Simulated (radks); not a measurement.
Problem. Method: Dirac Kohn-Sham, PBE, spin-unpolarised, spherical densities, point nucleus; open shells are shared between the two j in proportion to 2j + 1; computed with a radial shooting solver on a logarithmic mesh with Libxc functionals. Each species is in its NIST ground configuration. Rank Sb2+, Rh2+, Sn2+, Mo2+, Nb2+, Zr2+, Pd2+, Sr2+, Rb2+, Tc2+, Te2+, Xe2+, Cd2+, In2+, Ag2+, I2+, Ru2+ by radius at which the density is 0.001 e/bohr^3 (bohr), largest first.

Solution. Te2+ 3.93, I2+ 3.91, Sb2+ 3.88, Xe2+ 3.87, Sn2+ 3.69, Zr2+ 3.65, Nb2+ 3.65, Mo2+ 3.61, In2+ 3.57, Tc2+ 3.55, Ru2+ 3.49, Rh2+ 3.43, Rb2+ 3.41, Pd2+ 3.37, Sr2+ 3.34, Ag2+ 3.30, Cd2+ 3.24.
